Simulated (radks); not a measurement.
Valence configurations of Ba II (all share [Xe]). Method: Dirac Kohn-Sham, PBEsol, spin-unpolarised, spherical densities, point nucleus; open shells fill j = l - 1/2 first; computed with a radial shooting solver on a logarithmic mesh with Libxc functionals. Energies are relative to 6s1; eigenvalues in eV.

[
 {"valence": "6s1", "E (eV)": "0.000", "e(4f5/2)": "-", "e(6p1/2)": "-", "e(6s1/2)": "-7.586"},
 {"valence": "4f0.5 6s0.5", "E (eV)": "2.181", "e(4f5/2)": "-2.186", "e(6p1/2)": "-", "e(6s1/2)": "-7.040"},
 {"valence": "6p1", "E (eV)": "2.441", "e(4f5/2)": "-", "e(6p1/2)": "-5.650", "e(6s1/2)": "-"},
 {"valence": "4f1", "E (eV)": "4.660", "e(4f5/2)": "-2.129", "e(6p1/2)": "-", "e(6s1/2)": "-"}
]

NIST lists [Xe] 6s1 as the ground configuration; this level of theory agrees among the configurations tried. The energies are those of spherical spin-averaged densities, not of single terms.
